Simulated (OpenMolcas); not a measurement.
**Br III: Slater's ratio, worked from levels**

```json
{
  "Program": "OpenMolcas",
  "Basis": "ANO-RCC-VQZP [7s6p4d2f1g]",
  "Scalar Hamiltonian": "DKH2, point nucleus",
  "Active space": "3 electrons in 3 orbitals (4p)",
  "State averaging": "2S+1 = 4 odd, 1 root; 2S+1 = 2 odd, 8 roots",
  "Spin-orbit coupling": "RASSI with atomic mean-field integrals over the reference wave functions, term energies averaged over their components"
}
```

Methods: CASSCF; SS-CASPT2, IPEA 0.25 Eh, imaginary shift 0.1 Eh (closed shells correlated: 3d 4s).

**Slater's ratio.** With one set of orbitals, p3 has ²D° - ⁴S° = 9 F2 and ²P° - ²D° = 6 F2 (F2 = F²/25), a ratio of 2/3. Term energies are centres of gravity, weighted by 2J + 1.

```json
{"Source": "CASSCF", "²D° - ⁴S°": "20380", "²P° - ⁴S°": "34808", "F2 from the first": "2264", "Ratio": "0.708"}
{"Source": "SS-CASPT2", "²D° - ⁴S°": "16592", "²P° - ⁴S°": "29411", "F2 from the first": "1844", "Ratio": "0.773"}
```

Energies in cm-1. A ratio away from 2/3 shows effects beyond one configuration with one set of orbitals, and in heavier atoms second-order spin-orbit shifts.

CASPT2 does not keep the components of a term degenerate, so their means are used; among the terms shown or strongly mixed into the levels shown the widest spread is 58 cm-1 (4s² 4p³ ²D°, SS-CASPT2). With the s shell closed, the reference lacks s² → p² mixing. Levels of configurations outside the active space are missing.

° marks odd parity.
